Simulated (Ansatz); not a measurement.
Te₂Pt was relaxed with PBE0-D4 (def2-TZVP) in Ansatz in these states: neutral quintet, neutral triplet. The geometries follow in no particular order.

In the def2 sets Pt, Te take a core potential; there is no spin–orbit coupling.

A:

```xyz
3

Pt   -0.7935   -0.5908   -1.1090
Te    1.5009    0.2580   -0.2156
Te   -0.7074    0.3328    1.3246
```

B:

```tsv
atom	x (Å)	y (Å)	z (Å)
Pt1	-0.688	-0.993	0.693
Te2	1.500	-0.243	-0.258
Te3	-0.812	1.236	-0.435
```

Judge from the bond lengths which geometry belongs to which state (an estimate).

A is the neutral quintet (Pt1–Te2 2.604 Å, Pt1–Te3 2.604 Å, Te2–Te3 2.693 Å); B is the neutral triplet (Pt1–Te2 2.500 Å, Pt1–Te3 2.500 Å, Te2–Te3 2.749 Å).

At PBE0-D4/def2-TZVP a triplet lies 1.63 eV below the neutral quintet. These are the stationary points nearest to one start from a short search; other shapes may lie lower in each state.
